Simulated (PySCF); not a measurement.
Delta-SCF ions had no search for a lower state. Excitations are Tamm–Dancoff values on a coarser integration grid. The basis has no diffuse functions, so Rydberg states are missing or too high.

Cartesian coordinates (Å):
```xyz
18

Si    -2.1827    -0.0438    -0.4165
Si    -1.2460     1.8218     0.6685
Si     0.8626     2.2233    -0.2887
Sb     2.2101     0.0628     0.1642
Si     1.0088    -2.0945    -0.6049
Si    -1.1170    -1.9796     0.3910
H     -1.9289     0.0720    -1.8852
H     -3.6448    -0.1141    -0.1310
H     -1.0043     1.5438     2.1160
H     -2.0463     3.0670     0.4848
H      0.8772     2.2645    -1.7786
H      1.7080     3.2959     0.3057
H      3.7646     0.1630    -0.4788
H      2.5113    -0.0480     1.8181
H      1.9282    -3.1824    -0.1694
H      1.0183    -1.9167    -2.0847
H     -0.8869    -1.8988     1.8647
H     -1.8323    -3.2361     0.0249
```
Charge +1, spin multiplicity 1.

Predict the vertical electron affinity (Delta-SCF), S1 oscillator strength, total energy, T1 excitation (TDA), vertical ionisation energy (Delta-SCF), HOMO, LUMO and S1 excitation (TDA) from PySCF with ωB97X-D3(BJ)/def2-TZVP // PBE0-D3(BJ)/def2-SVP.


```yaml
vertical electron affinity (Delta-SCF): 3.72 eV
S1 oscillator strength: 0.011
total_energy: -1694.9874 Ha
T1 excitation (TDA): 5.49 eV
vertical ionisation energy (Delta-SCF): 13.48 eV
HOMO: -13.89 eV
LUMO: -3.45 eV
S1 excitation (TDA): 6.09 eV
```
